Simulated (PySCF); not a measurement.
**Electron correlation in La (lanthanum, neutral)**

[Xe] 5d2 6s1, high-spin 4F determinant (an excited configuration). Computed with PySCF 2.14 in x2c-TZVPPall with one added diffuse shell each of s, p, d type (12s8p8d3f1g, 106 functions), with the spin-free X2C one-electron Hamiltonian (Gaussian nucleus). Frozen: [Kr] 4d10; 11 electrons correlated.

| level | correlation energy (mhartree) |
| --- | --- |
| CCSD | -213.16 |
| (T) | -7.08 |
| CCSD(T) | -220.24 |

Diagnostics: T1 = 0.015, D1 = 0.0614, largest double amplitude 0.028.

**Question.** Is a single reference adequate?

**Answer.** Yes, within this model without spin-orbit coupling: T1 lies below 0.03 and no double amplitude reaches 0.07.
